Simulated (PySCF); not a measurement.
Members of one family of related compounds. Computed, not measured: PySCF, TDDFT wB97X-D/def2-SVPD, vertical, gas phase, core orbitals frozen in the response. Geometries: PBE0-D3(BJ)/def2-SVP; one conformer of each isolated species. Triplets are in the Tamm–Dancoff approximation. 'Strongest' means the level of largest summed f among the lowest 10 singlets; it needn't be the same kind of state in each.

Question: Rank by computed lowest singlet excitation energy, lowest first.
A. `[H]/N=C(/C)C=O`
B. `[H]/N=C(/C)OC`
C. `C/C(=N/[H])C#N`
D. `C/C(=N/[H])B(Cl)Cl`

Answer: A (3.46 eV), D (3.68 eV), C (4.94 eV), B (6.61 eV).

```csv
SMILES,S1 (eV),first f ≥ 0.01 (nm),strongest (eV),f (strongest),HOMO (eV),T1 (eV),S1 mainly
[H]/N=C(/C)C=O,3.46,197,8.68,0.17,-9.76,2.92,H→L (91%)
[H]/N=C(/C)B(Cl)Cl,3.68,203,6.62,0.17,-9.75,2.98,H→L (96%)
[H]/N=C(/C)C#N,4.94,184,6.75,0.13,-10.76,4.14,H→L (98%)
[H]/N=C(/C)OC,6.61,160,7.94,0.20,-9.82,5.50,H-1→L+1 (97%)
```

H and L stand for HOMO and LUMO.
